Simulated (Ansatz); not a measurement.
The linear singlet lies higher and needs more than one determinant, so no gap is given.

A geometry relaxed with B3LYP-D3(BJ)/def2-TZVP in Ansatz (a first-principles code), charge 0, multiplicity 3:

```xyz
3

S      1.4792    -0.0335     0.0000
C     -0.0861    -0.0123     0.0000
C     -1.3946     0.0071     0.0000
```

**Question.** Write the SMILES of this molecule.

**Answer.** `[C]=C=S`
